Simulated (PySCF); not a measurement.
C₄H₉NSi, SMILES N1([SiH3])CC=CC1.

The structure is a stationary point at r2SCAN-D4/def2-SVP. This is a generated structure with no PubChem entry under its InChIKey; it may be hypothetical. Other conformers were not sampled.

Two levels are set side by side: PBE/def2-TZVP (PySCF) and r2SCAN/def2-TZVP (PySCF). Same geometry, gas phase. Differences are taken from unrounded values.

```tsv
quantity	PBE
orbital gap (eV)	4.13
highest occupied level (eV)	-4.89
lowest empty level (eV)	-0.76
dipole moment (D)	1.19
mean polarisability (bohr³)	81.5
```

These are the PBE values. What does r2SCAN give? (Estimate from the structure and the level; the computed values follow.)


```tsv
quantity	r2SCAN	PBE minus r2SCAN
orbital gap (eV)	4.59	-0.46
highest occupied level (eV)	-5.11	0.22
lowest empty level (eV)	-0.52	-0.24
dipole moment (D)	1.21	-0.03
mean polarisability (bohr³)	79.7	1.8
```

Rough cost on one machine, each run with all the roots and properties that it gave: r2SCAN against PBE about 4 times.
